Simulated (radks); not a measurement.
Species: Zr II. Configuration: [Kr] 4d2 5s1 (the NIST ground configuration). Method: scalar-relativistic Kohn-Sham, LDA (Slater exchange, Perdew-Zunger correlation), spin-polarised, spherical densities, finite nucleus; open shells are filled with parallel spins first (spin-orbit coupling, left out, can overturn this in heavy ions); Fermi nuclear charge, rms radius 4.2694 fm; computed with a radial shooting solver on a logarithmic mesh with Libxc functionals.

X-ray form factor f0, the Fourier transform of the density (f0(0) = 39):

| sin(theta)/lambda (1/angstrom) | f0 (electrons) |
|---|---|
| 0.05 | 38.219 |
| 0.1 | 36.264 |
| 0.15 | 33.849 |
| 0.2 | 31.433 |
| 0.25 | 29.171 |
| 0.3 | 27.104 |
| 0.4 | 23.609 |
| 0.5 | 20.882 |
| 0.6 | 18.670 |
| 0.8 | 14.972 |
| 1 | 11.879 |
| 1.25 | 9.022 |
| 1.5 | 7.252 |
| 2 | 5.551 |
